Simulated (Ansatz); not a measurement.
`[AlH2][CH](S)[GeH3]` and `S[CH2][GeH3]` differ in one atom or group.

Ansatz, PBE0-D4/def2-TZVP geometries, multiplicity 1. Each molecule was computed in one conformer, which needn't be the lowest.

Scalar relativity is left out up to krypton.

| property | `[AlH2][CH](S)[GeH3]` |
| --- | --- |
| HOMO–LUMO gap (PBE/def2-TZVPP) / eV | 3.19 |
| size of the dipole moment (B3LYP/def2-TZVPP) / D | 1.27 |
| size of the dipole moment (PBE/def2-TZVPP) / D | 1.26 |
| HOMO–LUMO gap (B3LYP/def2-TZVPP) / eV | 4.70 |
| HOMO energy (PBE/def2-TZVPP) / eV | -5.60 |
| LUMO energy (PBE/def2-TZVPP) / eV | -2.42 |

Problem. Give the same properties after the change, and the shifts. (Best estimate.)

Solution. Computed: 
```json
{"property": "HOMO–LUMO gap (PBE/def2-TZVPP) / eV", "`S[CH2][GeH3]`": "4.76", "shift": "1.57"}
{"property": "size of the dipole moment (B3LYP/def2-TZVPP) / D", "`S[CH2][GeH3]`": "1.15", "shift": "-0.12"}
{"property": "size of the dipole moment (PBE/def2-TZVPP) / D", "`S[CH2][GeH3]`": "1.11", "shift": "-0.15"}
{"property": "HOMO–LUMO gap (B3LYP/def2-TZVPP) / eV", "`S[CH2][GeH3]`": "6.37", "shift": "1.67"}
{"property": "HOMO energy (PBE/def2-TZVPP) / eV", "`S[CH2][GeH3]`": "-5.55", "shift": "0.05"}
{"property": "LUMO energy (PBE/def2-TZVPP) / eV", "`S[CH2][GeH3]`": "-0.79", "shift": "1.63"}
```

Dipoles are sizes alone; their direction can turn.

B3LYP here is the variant with VWN-RPA as its local correlation; programs differ in this.
